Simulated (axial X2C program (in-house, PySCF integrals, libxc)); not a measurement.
**Curves of SiTe⁺ by EOM-IP-CCSD**

Calculated with an axial X2C code built on PySCF integrals: two-component X2C with atomic mean-field Coulomb and Gaunt terms, Gaussian nuclei, basis Te dyall-cv3z, Si dyall-v3z with contracted cores.

Energies in eV from the lowest point of the lowest state; states are followed by energy order within each Ω. Reference: SiTe, 20 electrons correlated in 82 virtual spinors with an MP2 remainder; levels at this size can be off by some tenths of an eV. Masses 129.906 and 27.977 u.

```
R (Å)  (1)Ω=3/2  (1)Ω=1/2  (2)Ω=1/2
2.095    1.0783    0.7257    1.5334
2.186    0.4789    0.4191    0.9775
2.277    0.1459    0.2826    0.7357
2.380    0.0000    0.2419    0.7524
2.482    0.0240    0.3058    0.9484
2.619    0.2283    0.5280    1.3389
```

Question: Fit the curves (1)Ω=3/2 near their minima.

Answer: At EOM-IP-CCSD from SiTe (the fit fixes ωe to about one per cent; ωe of higher roots by this method can be off by ten per cent):

| state | Te (cm⁻¹) | Re (Å) | ωe (cm⁻¹) |
| --- | --- | --- | --- |
| (1)Ω=3/2 | 0 | 2.412 | 409.5 |

For SiTe at CCSD, and between the minima:

Re = 2.275 Å, ωe = 497.3 cm⁻¹; removing the electron costs 9.080 eV without zero-point terms.

T1 of the reference reaches 0.027 (Lee–Taylor). Curves followed by order can swap character. Number of frozen shells: Te 4 s, 3 p, 1 d; Si 2 s, 1 p. Roots with under 60 % one-particle weight at any point are counted in the labels but not shown, and the list ends where the roots sought for some Ω run out; states that need a further excitation are missing and may lie low or lowest. Curves with a minimum but no constants failed the fit check.
